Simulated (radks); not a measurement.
Results of a calculation; reference values are marked as such.
Problem. These are the eigenvalues of the occupied orbitals of an atom or ion with whole-number occupations (eV). Level of theory: scalar-relativistic Kohn-Sham, PBEsol, spin-polarised, spherical densities, point nucleus (a radial shooting solver on a logarithmic mesh with Libxc functionals).

orbital  eigenvalue
1s up     -43390.00
1s down   -43389.99
2s up     -7022.835
2s down   -7022.813
2p up     -6279.267
2p down   -6279.251
3s up     -1528.052
3s down   -1526.965
3p up     -1293.586
3p down   -1292.505
3d up     -968.0712
3d down   -967.2308
4s up     -309.2454
4s down   -306.3727
4p up     -232.4748
4p down   -229.5797
4d up     -123.3899
4d down   -120.4678
5s up      -47.1311
5s down    -45.2149
5p up      -28.5924
5p down    -27.0463
6s up       -8.6076
4f up       -8.5493

Which element is it, and in what charge state? The configuration may be excited. Open shells, if any, are filled with parallel spins first.

Solution. Z = 60, neodymium, charge +1: Nd+ in [Xe] 4f4 6s1. The list shows which subshells hold electrons but not how many an open one holds; the 1s level, -1594.6 hartree, gives Z - s = 56.5 by -(Z - s)^2/2, which with screening and relativity narrows Z to a few neighbours, and the depths of the outer levels then fix element, charge and occupations together.
